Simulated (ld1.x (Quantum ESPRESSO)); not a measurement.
# An all-electron radial function and its pseudo partner (Mg (Z = 12))

Columns: radius, all-electron u(r) and pseudo u(r) of the 3s shell (level -18.31 eV) of magnesium in the configuration [He] 2s2 2p6 3s0 3p0; PBE, scalar-relativistic, PAW scheme, ld1.x (Quantum ESPRESSO) 7.5.

```csv
r (bohr),all-electron,pseudo
0.085,0.1626,-0.2469
0.170,0.0127,-0.4652
0.255,-0.1606,-0.6308
0.340,-0.2782,-0.7276
0.425,-0.3299,-0.7502
0.510,-0.3266,-0.7032
0.595,-0.2835,-0.5998
0.680,-0.2142,-0.4590
0.765,-0.1295,-0.3006
0.850,-0.0373,-0.1429
0.935,0.0567,0.0015
1.020,0.1487,0.1258
1.105,0.2360,0.2295
1.190,0.3168,0.3160
1.275,0.3902,0.3902
1.360,0.4556,0.4556
1.445,0.5128,0.5128
1.530,0.5618,0.5618
1.615,0.6029,0.6029
1.700,0.6363,0.6363
1.785,0.6624,0.6624
1.870,0.6818,0.6818
1.955,0.6948,0.6948
2.040,0.7022,0.7022
2.125,0.7045,0.7045
2.210,0.7022,0.7022
```

Problem. How many radial nodes do the two functions have?

Solution. The all-electron 3s function has n − l − 1 = 2; the pseudo-wave has 1, since 1 lower shell of the same l stays in the valence.

Problem. At about which radius was the pseudo-wave matched?

Solution. 1.35 bohr, where the columns begin to agree (steps of 0.09 bohr).

Problem. Is the pseudo-wave norm-conserving?

Solution. No, it belongs to a PAW set: the norm inside the radius is not constrained, and the difference is carried by the augmentation charge.
